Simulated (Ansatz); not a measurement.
C2H2BCl2F3O, SMILES `FC(F)(F)COB(Cl)Cl` at its PBE0-D4/def2-TZVP geometry, where that method's forces vanish. Total charge 0; spin multiplicity 1.

```xyz
11

F    -0.2360   -0.1059    2.5775
C    -0.6780   -0.0857    1.3158
F    -0.9358   -1.3424    0.9463
F    -1.8272    0.5874    1.2913
C     0.3733    0.5495    0.4287
O    -0.0784    0.5763   -0.8985
B     0.3441   -0.2389   -1.8778
Cl   -0.4022   -0.0721   -3.4454
Cl    1.6156   -1.4269   -1.6433
H     1.2997   -0.0174    0.5406
H     0.5249    1.5761    0.7647
```

Q: What forces (eV/Å) does B3LYP-D4/def2-TZVPP give on these atoms in Ansatz? (Best estimate.)

A: Ansatz gave: 
```
F1   0.149 -0.011  0.434
C2   0.190  0.128 -0.163
F3  -0.085 -0.429 -0.129
F4  -0.388  0.230 -0.010
C5   0.259  0.127  0.263
O6  -0.069  0.036 -0.190
B7  -0.051  0.060  0.010
Cl8 -0.108  0.026 -0.213
Cl9  0.172 -0.166  0.027
H10 -0.070  0.063 -0.006
H11  0.001 -0.065 -0.023
```

B3LYP here is the variant with VWN-RPA as its local correlation; programs differ in this.
